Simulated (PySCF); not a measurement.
Computed spin Hamiltonian

Compound: C4H5F3NO (doublet state).
Z-matrix (Å and degrees, GFN2-xTB geometry), rows numbered from 1:
```
C 
C   1  1.4795
C   2  1.4056  1  126.18
N   3  1.2858  2  128.82  1    -0.28
O   2  1.3990  1  120.77  3  -179.44
C   5  1.3199  2  122.10  1    -2.04
F   6  1.3447  5  114.05  2   -61.45
F   6  1.3443  5  114.28  2    59.98
F   6  1.3257  5  108.81  2   179.29
H   1  1.0873  2  109.45  3    -1.74
H   1  1.0925  2  111.60  3  -121.72
H   1  1.0930  2  111.45  3   118.15
H   3  1.0853  2  115.31  1   179.82
H   4  1.0186  3  114.90  2    -0.06
```

The hyperfine couplings belong to this conformer and change with its torsions.

The species is `[H]/N=C\[C](C)OC(F)(F)F` [radical].

Theory: UKS B3LYP, pcH-1 on C F H N O, non-relativistic, mean-field spin-orbit, GIAO (PySCF 2.14.0). One conformer (not necessarily the lowest) at the GFN2-xTB geometry, without solvent, vibrations or thermal averaging. The geometry wasn't refined by DFT: couplings that depend on bond lengths, twists or pyramidal angles can differ widely from those at the functional's own minimum. No stability test was run, so a lower SCF solution isn't excluded.

```
g1, g2, g3                      : 2.00200, 2.00392, 2.00471
g_iso                           : 2.00354
Form of g                       : rhombic: the two nearest values differ by 29 % of g3 − g1
⟨S²⟩                            : 0.7706 (exact 0.7500)
α and β electrons               : 36, 35
HOMO–LUMO gap, α and β orbitals : 6.54, 4.43 eV
```

Hyperfine couplings atom by atom, in 10⁻⁴ cm⁻¹; T1 to T3 are the principal values of the dipolar part; ρ(0) is the spin density at the nucleus (1 × 10⁻⁴ cm⁻¹ = 2.998 MHz):

```json
{"atom": "C1", "isotope": "13C", "a_iso": "-8.1", "T1": "-0.5", "T2": "0.2", "T3": "0.3", "Mulliken spin population": "-0.06", "ρ(0) (bohr⁻³)": "-0.0215"}
{"atom": "C2", "isotope": "13C", "a_iso": "23.9", "T1": "-20.6", "T2": "-20.3", "T3": "40.9", "Mulliken spin population": "0.68", "ρ(0) (bohr⁻³)": "0.0637"}
{"atom": "C3", "isotope": "13C", "a_iso": "-14.5", "T1": "-7.8", "T2": "2.6", "T3": "5.2", "Mulliken spin population": "-0.20", "ρ(0) (bohr⁻³)": "-0.0385"}
{"atom": "N4", "isotope": "14N", "a_iso": "5.3", "T1": "-7.1", "T2": "-6.9", "T3": "14.0", "Mulliken spin population": "0.46", "ρ(0) (bohr⁻³)": "0.0491"}
{"atom": "O5", "isotope": "17O", "a_iso": "-3.3", "T1": "-11.0", "T2": "5.2", "T3": "5.8", "Mulliken spin population": "0.05", "ρ(0) (bohr⁻³)": "0.0163"}
{"atom": "C6", "isotope": "13C", "a_iso": "-1.0", "T1": "-0.6", "T2": "0.2", "T3": "0.4", "Mulliken spin population": "0.01", "ρ(0) (bohr⁻³)": "-0.0026"}
{"atom": "F7", "isotope": "19F", "a_iso": "9.1", "T1": "-3.3", "T2": "-2.6", "T3": "5.9", "Mulliken spin population": "0.00", "ρ(0) (bohr⁻³)": "0.0065"}
{"atom": "F8", "isotope": "19F", "a_iso": "8.8", "T1": "-3.1", "T2": "-2.3", "T3": "5.4", "Mulliken spin population": "0.00", "ρ(0) (bohr⁻³)": "0.0063"}
{"atom": "F9", "isotope": "19F", "a_iso": "-0.4", "T1": "-2.1", "T2": "-0.9", "T3": "3.0", "Mulliken spin population": "0.00", "ρ(0) (bohr⁻³)": "-0.0003"}
{"atom": "H10", "isotope": "1H", "a_iso": "0.4", "T1": "-1.2", "T2": "-0.8", "T3": "2.0", "Mulliken spin population": "0.00", "ρ(0) (bohr⁻³)": "0.0003"}
{"atom": "H11", "isotope": "1H", "a_iso": "24.9", "T1": "-1.2", "T2": "-0.9", "T3": "2.2", "Mulliken spin population": "0.03", "ρ(0) (bohr⁻³)": "0.0167"}
{"atom": "H12", "isotope": "1H", "a_iso": "26.5", "T1": "-1.2", "T2": "-0.9", "T3": "2.2", "Mulliken spin population": "0.03", "ρ(0) (bohr⁻³)": "0.0178"}
{"atom": "H13", "isotope": "1H", "a_iso": "2.2", "T1": "-1.9", "T2": "-0.3", "T3": "2.2", "Mulliken spin population": "0.00", "ρ(0) (bohr⁻³)": "0.0015"}
{"atom": "H14", "isotope": "1H", "a_iso": "-9.9", "T1": "-7.1", "T2": "-2.0", "T3": "9.1", "Mulliken spin population": "-0.02", "ρ(0) (bohr⁻³)": "-0.0066"}
```

The Mulliken spin populations are largest on C2 (+0.68), N4 (+0.46) and C3 (-0.20). The positive populations add up to 1.27 and the negative ones to -0.27, together 2S = 1. The angles at C2 add up to 360.0°, so it is planar.

Axes: g2 points within 5° of the C2–C3 bond.

Under fast tumbling the dipolar parts average out, and these isotropic splittings remain: 3 × 1H (H10/H11/H12, I = 1/2, 4 lines) with 1.84 mT, 1 × 1H (H14, I = 1/2, 2 lines) with 1.06 mT, 3 × 19F (F7/F8/F9, I = 1/2, 4 lines) with 0.62 mT, 1 × 14N (N4, I = 1, 3 lines) with 0.57 mT and 1 × 1H (H13, I = 1/2, 2 lines) with 0.23 mT.

Class means assume fast exchange of nuclei equivalent by connectivity; if that motion is slow, each nucleus keeps its own coupling. The three 1H nuclei of mean +51.7 MHz run from 1.2 to 79.3 MHz in the frozen geometry. The three 19F nuclei of mean +17.5 MHz run from -1.2 to 27.2 MHz in the frozen geometry.

The 17O coupling of O5 (-9.9 MHz) shows only in satellite lines or after enrichment, since that isotope makes up about 0.038 % of natural oxygen.

The 13C coupling of C2 (71.6 MHz) shows only in satellite lines or after enrichment, since that isotope makes up about 1.07 % of natural carbon.

β density exceeds α density at some nuclei, such as C3 (-0.0385), C1 (-0.0215) and H14 (-0.0066), spin density in bohr⁻³. In a single determinant that takes different orbitals for the two spins, that is spin polarisation.

On one thread, AMD EPYC 9B45 (x86_64), shared host with 96 logical CPUs at a one-minute load of 10, this took 37 s of wall time (grids of density and orbitals included) and 1.1 GiB of memory at its peak.
